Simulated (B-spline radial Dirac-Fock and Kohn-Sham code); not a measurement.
**Run log: Mn**

ΔSCF core binding energies without Breit or QED terms, calculated with a radial atomic solver. Keys: rel is the Hamiltonian (dirac, or spin-free x2c and nr, where L3 and M5 stand for the whole 2p and 3d shells), method is hf or an exchange,correlation pair (spin-unpolarised, also for the hole states), nuc the nuclear model, radius_factor scales its radius, rmax is the box in bohr, h the logarithmic mesh step, order the B-spline order, points the quadrature points per cell, c_factor scales the speed of light, and damp, ndamp, maxit and tol steer the iteration. The run stops when the commutator error falls below 10·tol·max(1, Z/10), or the numerical noise floor, and the energy has settled to about 1e-8 Ha; the virial ratio is −V/T.

Input (task.json):

```json
{"items": [{"Z": 25, "q": 0, "cfg": [[1, 0, 2], [2, 0, 2], [2, 1, 6], [3, 0, 2], [3, 1, 6], [3, 2, 5], [4, 0, 2]], "A": 55, "rrms": 3.7057, "do": "settings", "holes": ["K", "L3", "M5"],
  "settings": [{"rel": "dirac", "method": "hf", "nuc": "fermi", "radius_factor": 1.0, "rmax": 45.0, "h": 0.3, "order": 8, "points": 3, "c_factor": 1.0, "maxit": 83, "damp": 0.5, "ndamp": 3, "tol": 1e-08}]}]}
```

Command: `python xray2_run.py task.json out`

Ground-state iterations:

```
iter   energy (Ha)        error
   1    -1145.77517061  9.15e-01
   2    -1152.02414845  5.50e-01
   3    -1156.78187852  1.55e-01
   4    -1157.25430124  6.18e-02
   5    -1157.31088017  1.70e-02
   6    -1157.31880642  1.33e-02
   7    -1157.32147600  3.38e-03
   8    -1157.32176988  9.04e-04
   9    -1157.32178877  5.97e-05
  10    -1157.32178900  8.99e-06
  11    -1157.32178901  1.07e-06
  12    -1157.32178901  9.22e-08
```

The ground state converged in 12 iterations, with total energy -1157.32179 Ha, virial ratio 1.98666 and highest orbital energy -6.92 eV. ΔSCF binding energies: K (1s) 6560.5 eV, L3 (2p3/2) 654.3 eV. Holes are computed only in closed shells, and unreliable hole states are left out.

One setting is outside the advised range (too few quadrature points), but here it does no visible harm: the result matches the run with default settings.
